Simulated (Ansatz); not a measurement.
# A rate constant, worked out

An elementary step of SiN$_{2}$H$_{6}$S, singlet (SiN₂H₆S ([NH2][SiH]([NH2])[SH]) → SiN₂H₄ ([NH2][Si][NH2]) + H₂S; Si–S, Si–H broken or loosened, S–H formed or tightened). The start structure is the reactant molecule, and the electronic barrier above it is 2.913 eV by CCSD(T) at an estimated basis limit (MP2 extrapolated from triple and quadruple zeta, plus CCSD(T) − MP2 in triple zeta). Program: Ansatz 0.2.0. Basis: def2-TZVPP and def2-QZVPP. Cores are frozen in the correlated methods. Extrapolation: Hartree–Fock as exp(−7.88 √X), correlation as X^−2.97. Harmonic wavenumbers at PBE0-D4/def2-TZVP (Ansatz 0.2.0), in cm⁻¹:

Start: 167, 199, 242, 280, 298, 367, 398, 443, 494, 708, 746, 805, 822, 888, 900, 958, 1570, 1578, 2198, 2718, 3601, 3616, 3698, 3718.

Saddle: 953i, 115, 131, 143, 215, 269, 338, 357, 374, 422, 501, 725, 802, 917, 926, 990, 1568, 1587, 1668, 2717, 3591, 3597, 3696, 3705.

Q: Work out the transition-state-theory rate constant at 400 K from these numbers alone (harmonic vibrations; rotation, path degeneracy and anharmonicity left out), and the Wigner tunnelling factor. Use 1 cm⁻¹ = 1.2398 × 10⁻⁴ eV and k_B = 8.617 × 10⁻⁵ eV/K.

A: Zero-point energies, half the sums: start 31412/2 cm⁻¹ = 1.9473 eV; saddle, real modes only, 29354/2 cm⁻¹ = 1.8197 eV.
Barrier with zero-point energy: 2.913 + 1.8197 − 1.9473 = 2.7854 eV.
k_BT = 0.03447 eV, so the barrier is 80.81 k_BT.
Vibrational partition functions from the zero-point level, ln q = −Σ ln(1 − exp(−hν/k_BT)): start 4.263, saddle 5.721.
k = (k_BT/h) exp(ln q‡ − ln q) exp(−E0/k_BT), with log₁₀(k_BT/h in s⁻¹) = 12.92: log₁₀ k = 12.92 + (1.458 − 80.81)/2.3026 = -21.54, so k ≈ 3 × 10^(-22) s⁻¹.
Wigner factor: 1 + (hν‡/k_BT)²/24 = 1 + (3.43)²/24 = 1.49. A change of 1 kcal/mol (0.043 eV) in the barrier would change k by a factor of 3.5 at this temperature.

The T1 diagnostic stays at or below 0.015. The restricted Hartree–Fock reference is unstable towards an unrestricted one at one or more of these structures.

Losses and insertions of silylenes and their heavier kin drive the gas-phase chemistry of silicon and germanium vapour deposition.

Labels in which every atom is bracketed show which atoms are joined, not bond orders.

For scale, one of the runs: CCSD(T)/def2-TZVPP, 230 basis functions, launched by `ansatz run in.yaml --threads 4 --pin off --events-out ev --progress --plain --max-ram 9574MiB`. The run took 110 s on 4 CPU threads of an Arm Neoverse N1 (shared host), with 3.8 GiB of host memory at its peak.
